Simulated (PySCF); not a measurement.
# Computed records: FH2Si

Calculation on a computer-drawn molecule: vertical ionisation energy to the stated ion spin, frozen-core CCSD(T) at the basis limit and cheaper methods, single-reference cases, UHF for radicals, no spin-orbit; all values are single points at the evaluated structure, the first of each entry, which is the reference or a displaced copy of it and isn't optimised; the reference structure only sets the zero of the energies above reference; triples share is (T) over the correlation energy. Program: PySCF 2.14.0.

Common to all runs: charge 0; multiplicity 2; ion multiplicity 1; diffuse functions no; basis cc-pV(n+d)Z; reference is the Hartree-Fock double-zeta minimum; best is HF at quadruple zeta + MP2 correlation extrapolated from triple and quadruple zeta + CCSD(T) minus MP2 at triple zeta; basis step is the size of the change from the same recipe one zeta lower.

(1) FH2Si

Evaluated structure:
```xyz
4
FH2Si
F     -2.4636     0.6445     1.4891
Si    -2.6868     0.3542     3.0712
H     -1.4117    -0.1808     3.7674
H     -3.7685    -0.4691     3.2335
```

Reference structure:
```xyz
4
FH2Si
F     -2.3769     0.6420     1.5055
Si    -2.7052     0.4107     3.0751
H     -1.4815    -0.1055     3.7244
H     -3.8160    -0.5604     3.1690
```

```
ionisation energy best                         : 8.875 eV
ionisation energy basis step                   : 0.05394 eV
energy above reference best                    : 4.574 kcal/mol
energy above reference basis step              : 0.04736 kcal/mol
total energy HF triple zeta                    : -389.5964 hartree
total energy CCSD(T) triple zeta               : -389.9826 hartree
total energy best                              : -390.0521 hartree
T1 diagnostic at triple zeta                   : 0.01411
D1 diagnostic at triple zeta                   : 0.04023
spin squared at triple zeta                    : 0.7536
ion T1 diagnostic at triple zeta               : 0.01751
ion D1 diagnostic at triple zeta               : 0.05043
triples share at triple zeta                   : 0.02731
basis functions triple zeta                    : 97
dipole magnitude HF at triple zeta             : 1.455 debye
dipole magnitude CCSD unrelaxed at triple zeta : 1.233 debye
dipole magnitude PBE at triple zeta            : 1.089 debye
dipole magnitude r2SCAN at triple zeta         : 1.147 debye
dipole magnitude B3LYP at triple zeta          : 1.218 debye
dipole magnitude wB97X at triple zeta          : 1.247 debye
```

Drawn bonds:
```
atom  other atom  order
   1           2      1
   2           3      1
   2           4      1
```

Triple zeta:
```
 method  ionisation energy (eV)  energy above reference (kcal/mol)
     HF                   8.666                              4.769
    PBE                   8.809                              4.704
 r2SCAN                   9.009                              4.615
  B3LYP                   8.924                              4.579
  wB97X                   8.828                              4.688
    MP2                   8.738                              4.515
   CCSD                   8.805                              4.544
CCSD(T)                   8.789                              4.537
```

(2) FH2Si

Evaluated structure:
```xyz
4
FH2Si
F     -2.4636     0.6445     1.4891
Si    -2.6868     0.3542     3.0712
H     -1.3993    -0.1859     3.7742
H     -3.7685    -0.4691     3.2335
```

Reference structure:
```xyz
4
FH2Si
F     -2.3769     0.6420     1.5055
Si    -2.7052     0.4107     3.0751
H     -1.4815    -0.1055     3.7244
H     -3.8160    -0.5604     3.1690
```

```
ionisation energy best                         : 8.877 eV
ionisation energy basis step                   : 0.0539 eV
energy above reference best                    : 4.98 kcal/mol
energy above reference basis step              : 0.04509 kcal/mol
total energy HF triple zeta                    : -389.5957 hartree
total energy CCSD(T) triple zeta               : -389.9820 hartree
total energy best                              : -390.0514 hartree
T1 diagnostic at triple zeta                   : 0.01413
D1 diagnostic at triple zeta                   : 0.04031
spin squared at triple zeta                    : 0.7536
ion T1 diagnostic at triple zeta               : 0.01754
ion D1 diagnostic at triple zeta               : 0.05047
triples share at triple zeta                   : 0.02735
basis functions triple zeta                    : 97
dipole magnitude HF at triple zeta             : 1.448 debye
dipole magnitude CCSD unrelaxed at triple zeta : 1.226 debye
dipole magnitude PBE at triple zeta            : 1.083 debye
dipole magnitude r2SCAN at triple zeta         : 1.14 debye
dipole magnitude B3LYP at triple zeta          : 1.211 debye
dipole magnitude wB97X at triple zeta          : 1.24 debye
```

Drawn bonds:
```
atom  other atom  order
   1           2      1
   2           3      1
   2           4      1
```

Triple zeta:
```
 method  ionisation energy (eV)  energy above reference (kcal/mol)
     HF                   8.671                              5.235
    PBE                   8.811                              4.994
 r2SCAN                   9.011                              4.981
  B3LYP                   8.927                              4.951
  wB97X                   8.831                              5.074
    MP2                   8.742                              4.957
   CCSD                   8.808                              4.951
CCSD(T)                   8.792                              4.933
```

(3) FH2Si

Evaluated structure:
```xyz
4
FH2Si
F     -2.4636     0.6445     1.4891
Si    -2.6868     0.3542     3.0712
H     -1.2568    -0.2457     3.8520
H     -3.7685    -0.4691     3.2335
```

Reference structure:
```xyz
4
FH2Si
F     -2.3769     0.6420     1.5055
Si    -2.7052     0.4107     3.0751
H     -1.4815    -0.1055     3.7244
H     -3.8160    -0.5604     3.1690
```

```
ionisation energy best                         : 8.897 eV
ionisation energy basis step                   : 0.05434 eV
energy above reference best                    : 13.25 kcal/mol
energy above reference basis step              : 0.06613 kcal/mol
total energy HF triple zeta                    : -389.5810 hartree
total energy CCSD(T) triple zeta               : -389.9690 hartree
total energy best                              : -390.0383 hartree
T1 diagnostic at triple zeta                   : 0.0147
D1 diagnostic at triple zeta                   : 0.04132
spin squared at triple zeta                    : 0.7544
ion T1 diagnostic at triple zeta               : 0.01804
ion D1 diagnostic at triple zeta               : 0.05131
triples share at triple zeta                   : 0.0279
basis functions triple zeta                    : 97
dipole magnitude HF at triple zeta             : 1.397 debye
dipole magnitude CCSD unrelaxed at triple zeta : 1.178 debye
dipole magnitude PBE at triple zeta            : 1.04 debye
dipole magnitude r2SCAN at triple zeta         : 1.096 debye
dipole magnitude B3LYP at triple zeta          : 1.167 debye
dipole magnitude wB97X at triple zeta          : 1.192 debye
```

Drawn bonds:
```
atom  other atom  order
   1           2      1
   2           3      1
   2           4      1
```

Triple zeta:
```
 method  ionisation energy (eV)  energy above reference (kcal/mol)
     HF                   8.726                              14.45
    PBE                   8.831                              11.89
 r2SCAN                   9.038                              12.78
  B3LYP                   8.958                              12.72
  wB97X                   8.876                              13.21
    MP2                   8.776                              13.77
   CCSD                   8.832                              13.25
CCSD(T)                   8.814                              13.07
```

(4) FH2Si

Evaluated structure:
```xyz
4
FH2Si
F     -2.4636     0.6445     1.4891
Si    -2.6868     0.3542     3.0712
H     -1.2544    -0.2468     3.8533
H     -3.7685    -0.4691     3.2335
```

Reference structure:
```xyz
4
FH2Si
F     -2.3769     0.6420     1.5055
Si    -2.7052     0.4107     3.0751
H     -1.4815    -0.1055     3.7244
H     -3.8160    -0.5604     3.1690
```

```
ionisation energy best                         : 8.897 eV
ionisation energy basis step                   : 0.05436 eV
energy above reference best                    : 13.43 kcal/mol
energy above reference basis step              : 0.06708 kcal/mol
total energy HF triple zeta                    : -389.5807 hartree
total energy CCSD(T) triple zeta               : -389.9687 hartree
total energy best                              : -390.0380 hartree
T1 diagnostic at triple zeta                   : 0.01471
D1 diagnostic at triple zeta                   : 0.04134
spin squared at triple zeta                    : 0.7544
ion T1 diagnostic at triple zeta               : 0.01805
ion D1 diagnostic at triple zeta               : 0.05134
triples share at triple zeta                   : 0.02791
basis functions triple zeta                    : 97
dipole magnitude HF at triple zeta             : 1.397 debye
dipole magnitude CCSD unrelaxed at triple zeta : 1.178 debye
dipole magnitude PBE at triple zeta            : 1.04 debye
dipole magnitude r2SCAN at triple zeta         : 1.096 debye
dipole magnitude B3LYP at triple zeta          : 1.166 debye
dipole magnitude wB97X at triple zeta          : 1.191 debye
```

Drawn bonds:
```
atom  other atom  order
   1           2      1
   2           3      1
   2           4      1
```

Triple zeta:
```
 method  ionisation energy (eV)  energy above reference (kcal/mol)
     HF                   8.727                              14.66
    PBE                   8.832                              12.05
 r2SCAN                   9.038                              12.95
  B3LYP                   8.958                               12.9
  wB97X                   8.877                               13.4
    MP2                   8.776                              13.97
   CCSD                   8.832                              13.43
CCSD(T)                   8.814                              13.25
```
